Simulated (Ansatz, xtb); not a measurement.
# Isomers of C2H6OSSi in order of energy

3 gas-phase structures of C2H6OSSi, from a drawn sample of its isomers (lower ones may exist). Each was relaxed with GFN2-xTB:

A. `[SiH3][C@@]1(S)CO1`, a singlet
B. `[SiH3][C@@H]1O[C@H]1S`, a singlet
C. `[SiH3][C@@H]1O[C@@H]1S`, a singlet

Question: Make a reasoned guess at their ranking by r2SCAN-D4/def2-SVP single-point energy.

Answer: Calculated order at r2SCAN-D4/def2-SVP: B (0.0), C (0.3), A (0.4) kcal/mol. Less than 1 kcal/mol parts B and C; C and A, so the order within those pairs means little.

Energies above the lowest of each column, in kcal/mol; the last columns are at B3LYP-D3(BJ)/def2-SVP geometries:

```csv
structure,GFN2-xTB,HF/STO-3G,r2SCAN-D4/def2-SVP,B3LYP-D3(BJ)/def2-SVP,CCSD(T)/def2-SVP + ΔMP2/def2-TZVPP
B,0.0,0.0,0.0,0.1,0.1
C,0.0,2.2,0.3,0.1,0.5
A,0.1,2.2,0.4,0.0,0.0
```

CCSD(T)/def2-SVP + ΔMP2/def2-TZVPP has A and B and C within 1 kcal/mol of each other at the bottom, and every level picks one of them. CCSD(T)/def2-SVP + ΔMP2/def2-TZVPP orders those it was run on as A (0.0), B (0.1), C (0.5) kcal/mol. Less than 1 kcal/mol parts A and B; B and C, so the order within those pairs means little. Flexible structures stand in one conformer each, not always the lowest. ΔMP2 is the change of the MP2 energy from the smaller to the larger basis.

Programs: Ansatz 0.2.0, xtb 6.7.1.
